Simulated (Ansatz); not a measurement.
The cluster Zr₂N₂. Charge 0, multiplicity 1. Geometry relaxed at PBE0-D4/def2-TZVP.

```xyz
4

Zr   -0.2382   -0.1213   -1.3459
Zr    0.2384    0.1206    1.3460
N    -1.2354   -0.3610    0.2512
N     1.2352    0.3618   -0.2512
```

In the def2 sets Zr takes a core potential; there is no spin–orbit coupling. The restricted singlet is unstable: a solution with broken spin symmetry lies lower. At PBE0-D4/def2-TZVP a triplet of charge 0 lies 0.22 eV below the restricted singlet, each at its own geometry. The structure comes from a short search, and lower isomers may exist.

(1) Estimate the harmonic wavenumbers at RKS PBE0-D4/def2-TZVP (Ansatz, unscaled). Is this a minimum?

Results:

(1) 123, 373, 558, 741, 752, 836 cm⁻¹. Yes, no mode is imaginary beyond noise. Zero-point energy 20.2 kJ/mol. Hardware: 4 threads of Arm Neoverse V1 on a shared host. Wall time 24 s.
